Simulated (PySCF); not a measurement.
**Dipole moment and polarisability of Si(vinyl)2Ph2**

Si(vinyl)2Ph2, C16H16Si.
Geometry (PBE0-D3(BJ)/def2-SVP, Å), atoms numbered from 1 in this order:
```
atom  x, y, z in Å
Si1    0.793    0.025    0.559
C2     0.893    0.089    2.432
C3     0.762   -0.972    3.238
H4     1.098    1.062    2.898
H5     0.551   -1.973    2.844
H6     0.855   -0.891    4.327
C7     2.534    0.035   -0.140
C8     2.965    0.885   -1.080
H9     3.243   -0.707    0.253
H10    2.306    1.650   -1.506
H11    3.992    0.858   -1.464
C12   -0.132    1.538   -0.076
C13    0.284    2.829    0.288
C14   -0.384    3.959   -0.181
C15   -1.485    3.817   -1.025
C16   -1.911    2.544   -1.399
C17   -1.239    1.416   -0.928
H18    1.150    2.960    0.944
H19   -0.045    4.955    0.113
H20   -2.011    4.701   -1.393
H21   -2.773    2.427   -2.062
H22   -1.583    0.421   -1.227
C23   -0.096   -1.541    0.015
C24    0.399   -2.331   -1.033
C25   -0.287   -3.465   -1.467
C26   -1.487   -3.829   -0.857
C27   -1.998   -3.055    0.184
C28   -1.308   -1.924    0.614
H29    1.336   -2.050   -1.523
H30    0.116   -4.068   -2.285
H31   -2.026   -4.718   -1.195
H32   -2.940   -3.335    0.663
H33   -1.720   -1.325    1.433
```

Level: CAM-B3LYP/def2-SVPD (PySCF), static field, nuclei fixed, core orbitals frozen in the response. The polarisability tensor in these axes (au):

```
x   192.50  12.88   5.56
y    12.88 244.04  -3.49
z     5.56  -3.49 185.83
```

Q: Give the principal values, the mean and the anisotropy Δα = √{½[(α1 − α2)² + (α2 − α3)² + (α1 − α3)²]}.

A: Principal values 181.13, 194.09 and 247.16 au; mean 207.46 au = 30.74 Å³ = 34.20 × 10⁻⁴⁰ C²·m²/J; Δα = 60.60 au (29 % of the mean).

Q: What is the dipole moment, and where does it point?

A: (-0.15, -0.07, -0.18) D, 0.24 D in size, pointing from the negative to the positive side. Measured along this direction, the outermost atoms are H6 at the negative end and H31 at the positive end.

Q: Orientational against electronic polarisability at 400 K (dilute gas, rigid molecules)?

A: In Gaussian units μ²/3kT = 0.35 Å³ against 30.74 Å³, a ratio of 0.01; the Debye molar polarisation (4π/3)N_A(α + μ²/3kT) is 78.4 cm³/mol, leaving out the vibrational part.

Q: Rayleigh depolarisation ratio (linearly polarised light, static tensor)?

A: ρ = 3Δα²/(45ᾱ² + 4Δα²) = 11016.2/(1936723 + 14688.2) = 0.00565.

Q: Molar refractivity from α?

A: Lorentz–Lorenz: R = (4π/3)N_A α = 2.5225 cm³/(mol·Å³) × 30.74 Å³ = 77.5 cm³/mol, in the limit of long wavelengths.

Q: Find the Langevin capture rate constant for NO+ (29.998 u) meeting this molecule (236.102 u), k = 2.342 × 10⁻⁹ cm³/s × √(α in Å³ / reduced mass in u).

A: The reduced mass is 26.62 u, so k = 2.52 × 10⁻⁹ cm³/s.

Isolated species at its PBE0-D3(BJ)/def2-SVP geometry (one conformer only).
